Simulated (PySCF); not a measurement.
Si(All)(Cl)2(F) (C₃H₅Cl₂FSi), SMILES C=CC[Si](F)(Cl)Cl. Atoms are numbered in the order given.

```xyz
12

C      2.6533    -1.3488    -0.9476
C      1.5438    -0.7986    -1.4544
C      1.0392     0.5733    -1.1201
Si    -0.3604     0.5249     0.1016
F     -0.9670     2.0087     0.3023
Cl    -1.8844    -0.6758    -0.5650
Cl     0.2766    -0.1316     1.9344
H      3.3017    -0.7995    -0.2558
H      2.9497    -2.3682    -1.2090
H      0.9136    -1.3887    -2.1324
H      1.8325     1.1999    -0.6756
H      0.6645     1.0998    -2.0170
```
Charge 0, spin multiplicity 1.

Coordinates come from a r2SCAN-D4/def2-SVP optimisation. One conformer was computed; it need not be the lowest.

All values below come from B3LYP/pcSseg-1 (PySCF).

GIAO shieldings, no solvent; atoms listed in one row are averaged. δ = σ(ref) − σ: ¹³C against TMS (σ = 181.3 ppm); ²⁹Si against TMS (σ = 338.7 ppm); ¹⁹F against CFCl3 (σ = 161.7 ppm); ³⁵Cl against HCl (σ = 933.3 ppm); ¹H against TMS (σ = 31.68 ppm), references at their B3LYP-D3(BJ)/def2-TZVP geometries, non-relativistic (without spin–orbit terms, shifts of atoms bonded to Cl or Br come out too high).

Computed chemical shifts:
| nucleus | atoms | count | δ (ppm) |
|---|---|---|---|
| ¹³C | C2 | 1 | 139.1 |
| ¹³C | C1 | 1 | 130.7 |
| ¹³C | C3 | 1 | 32.8 |
| ²⁹Si | Si4 | 1 | 12.3 |
| ¹⁹F | F5 | 1 | -121.5 |
| ³⁵Cl | Cl6 | 1 | 100.1 |
| ³⁵Cl | Cl7 | 1 | 88.7 |
| ¹H | H10 | 1 | 6.12 |
| ¹H | H8, H9 | 2 | 5.71 |
| ¹H | H12 | 1 | 2.35 |
| ¹H | H11 | 1 | 2.20 |
